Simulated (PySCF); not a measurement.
Gas-phase reaction: InH3 + 3 HI = InI3 + 3 H2

Energies from PySCF, thermal terms from the rigid-rotor harmonic-oscillator model, ideal gas at 1 bar. † marks an energy on the PBE0/def2-TZVP geometry and frequencies. MP2 and CCSD(T) freeze the core. All species are closed-shell singlets. B3LYP is the form with VWN-RPA correlation. I, In: scalar-relativistic def2 core potential, no spin-orbit coupling. InH3: computed as isolated molecules; such fragments, hydroxides, amides, oligomers or adducts are transient or little studied in the gas. MP2 isn't extrapolated to the basis-set limit; its ΔH°(298 K) is -398.1 kJ in def2-SVP and -412.7 kJ in def2-TZVPP. CCSD(T) isn't extrapolated to the basis-set limit; its ΔH°(298 K) is -361.1 kJ in def2-SVP and -363.5 kJ in def2-TZVPP. The harmonic model lacks anharmonicity and excited electronic states, which grow with temperature; levels with a mode under 35 cm⁻¹ are left out. Soft modes under 120 cm⁻¹ make the harmonic entropy rough for InI3.

```json
[
 {"level": "B3LYP/def2-TZVP†", "ΔE electronic, kJ": "-367", "ΔH°(298 K), kJ": "-360", "ΔS°(298 K), J/K": "-58", "ΔG°(1600 K), kJ": "-295"},
 {"level": "CCSD(T)/def2-SVP†", "ΔE electronic, kJ": "-369", "ΔH°(298 K), kJ": "-361", "ΔS°(298 K), J/K": "-58", "ΔG°(1600 K), kJ": "-296"},
 {"level": "HF/def2-TZVP†", "ΔE electronic, kJ": "-372", "ΔH°(298 K), kJ": "-365", "ΔS°(298 K), J/K": "-58", "ΔG°(1600 K), kJ": "-300"},
 {"level": "M06-2X/def2-TZVP†", "ΔE electronic, kJ": "-444", "ΔH°(298 K), kJ": "-436", "ΔS°(298 K), J/K": "-58", "ΔG°(1600 K), kJ": "-371"},
 {"level": "MP2/def2-SVP†", "ΔE electronic, kJ": "-406", "ΔH°(298 K), kJ": "-398", "ΔS°(298 K), J/K": "-58", "ΔG°(1600 K), kJ": "-333"},
 {"level": "PBE/def2-TZVP†", "ΔE electronic, kJ": "-374", "ΔH°(298 K), kJ": "-366", "ΔS°(298 K), J/K": "-58", "ΔG°(1600 K), kJ": "-301"},
 {"level": "PBE0/def2-QZVP†", "ΔE electronic, kJ": "-373", "ΔH°(298 K), kJ": "-366", "ΔS°(298 K), J/K": "-58", "ΔG°(1600 K), kJ": "-301"},
 {"level": "PBE0/def2-SVP†", "ΔE electronic, kJ": "-362", "ΔH°(298 K), kJ": "-354", "ΔS°(298 K), J/K": "-58", "ΔG°(1600 K), kJ": "-289"},
 {"level": "r2SCAN/def2-TZVP†", "ΔE electronic, kJ": "-398", "ΔH°(298 K), kJ": "-390", "ΔS°(298 K), J/K": "-58", "ΔG°(1600 K), kJ": "-325"},
 {"level": "ωB97M-V/def2-TZVP†", "ΔE electronic, kJ": "-374", "ΔH°(298 K), kJ": "-367", "ΔS°(298 K), J/K": "-58", "ΔG°(1600 K), kJ": "-302"},
 {"level": "ωB97X-V/def2-TZVP†", "ΔE electronic, kJ": "-374", "ΔH°(298 K), kJ": "-366", "ΔS°(298 K), J/K": "-58", "ΔG°(1600 K), kJ": "-301"}
]
```
ΔH° is lowest at M06-2X/def2-TZVP† and highest at PBE0/def2-SVP†. No reference value is set beside these.
